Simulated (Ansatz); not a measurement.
The cluster K₄. The state is a triplet with charge 0. Geometry B3LYP/def2-TZVP; atoms count from 1.

Cartesian coordinates in Å:
```
K -2.255 2.520 -0.152
K -1.027 -1.058 -2.236
K 2.252 -2.524 0.155
K 1.031 1.061 2.232
```

At PBE0/def2-TZVP a broken-symmetry singlet of charge 0 lies 0.15 eV below the triplet, each at its own geometry. The structure comes from a short search, and lower isomers may exist.

**Question.** Estimate the Mulliken populations from the PBE0/def2-TZVP orbitals of Ansatz.

**Answer.** 
```json
{"atom": "K1", "charge (e)": "0.02", "spin (α − β)": "0.57"}
{"atom": "K2", "charge (e)": "-0.02", "spin (α − β)": "0.43"}
{"atom": "K3", "charge (e)": "0.02", "spin (α − β)": "0.57"}
{"atom": "K4", "charge (e)": "-0.02", "spin (α − β)": "0.43"}
```
Mulliken values and Mayer orders depend strongly on the basis.

**Question.** Where does the spin sit?

**Answer.** Summed by element: K 2.00, of 2 unpaired in all. Largest on single atoms: K1 0.57, K3 0.57, K2 0.43.

**Question.** And the Mayer bond orders between bonded heavy atoms (over 0.3)?

**Answer.** K1–K2 0.40 (4.32 Å); K1–K4 0.40 (4.31 Å); K2–K3 0.40 (4.31 Å); K3–K4 0.40 (4.32 Å).
